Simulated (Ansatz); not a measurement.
A nudged elastic band was laid between two geometries of Cl2GaH3O (7 atoms, charge 0, multiplicity 1).

Method: Ansatz, RKS revPBE/def2-SVP.

```json
{
 "movable images": "9",
 "climbing image": "yes",
 "spring": "5.0 eV/Å²",
 "optimiser": "quadratic models (default)",
 "start path": "through a guess of the saddle point",
 "force threshold": "0.05 eV/Å",
 "iteration limit": "60",
 "end points": "relaxed"
}
```

Image 0:

```xyz
7
Properties=species:S:1:pos:R:3
Ga 0.112 0.105 0.142
H 0.051 0.807 1.545
Cl 1.880 0.244 -1.130
Cl -1.777 -0.254 -0.968
O 0.143 -2.003 0.722
H -0.645 -2.316 0.223
H -0.092 -2.129 1.663
```

Image 10:

```xyz
7
Properties=species:S:1:pos:R:3
Ga 0.094 -0.550 -1.045
H -0.136 -0.552 3.420
Cl 1.907 0.370 -1.738
Cl -1.829 0.041 -1.836
O 0.225 -1.831 0.214
H -0.656 -2.184 0.443
H 0.067 -0.841 2.739
```

(1) Which bonds break or form, and what moves?

(2) What energy profile does the band end with?

(3) What is the geometry of the highest image?

(4) What are the harmonic wavenumbers there?

Results:

(1) Bonds broken: Ga1–H2, O5–H7. Bonds formed: H2–H7. Cl2GaH3O becomes Cl2GaHO + H2.

(2) The forces met the threshold. The highest image is number 3 of 0 to 10, 29.2 kcal/mol above the first end and 19.4 kcal/mol above the last; the last end lies 9.8 kcal/mol above the first. A vibrational analysis at the climbing image gives one clearly imaginary mode, 1089i cm⁻¹: a first-order saddle point. The orbitals stay closed-shell, which can raise the energy where a bond breaks towards radicals; this wasn't checked here.

| image | path coordinate (Å) | energy (kcal/mol) | Ga1–H2 (Å) | O5–H7 (Å) | H2–H7 (Å) |
| --- | --- | --- | --- | --- | --- |
| 0 | 0.00 | 0.0 | 1.57 | 0.98 | 2.94 |
| 1 | 0.59 | 1.9 | 1.58 | 0.98 | 2.36 |
| 2 | 1.18 | 9.4 | 1.62 | 1.00 | 1.65 |
| 3 | 1.76 | 29.2 | 1.84 | 1.35 | 1.00 |
| 4 | 2.27 | 17.7 | 2.20 | 1.88 | 0.79 |
| 5 | 2.78 | 11.4 | 2.63 | 2.39 | 0.77 |
| 6 | 3.29 | 10.2 | 3.07 | 2.80 | 0.77 |
| 7 | 3.80 | 10.1 | 3.48 | 2.85 | 0.77 |
| 8 | 4.31 | 9.9 | 3.84 | 2.78 | 0.77 |
| 9 | 4.82 | 9.8 | 4.17 | 2.73 | 0.77 |
| 10 | 5.33 | 9.8 | 4.47 | 2.72 | 0.77 |

(3) 
```xyz
7
Properties=species:S:1:pos:R:3
Ga 0.061 -0.308 -0.165
H 0.011 -0.060 1.658
Cl 1.897 0.443 -1.017
Cl -1.876 0.131 -1.038
O 0.177 -2.070 0.669
H -0.614 -2.635 0.547
H 0.015 -1.049 1.544
```

(4) 1089i, 117, 134, 170, 304, 373, 438, 501, 572, 761, 886, 1290, 1684, 1892, 3675 cm⁻¹.

Run time: 2.6 min on 2 threads of Intel(R) Xeon(R) Platinum 8488C (Sapphire Rapids), with other jobs on the host, peak memory 0.16 GiB.
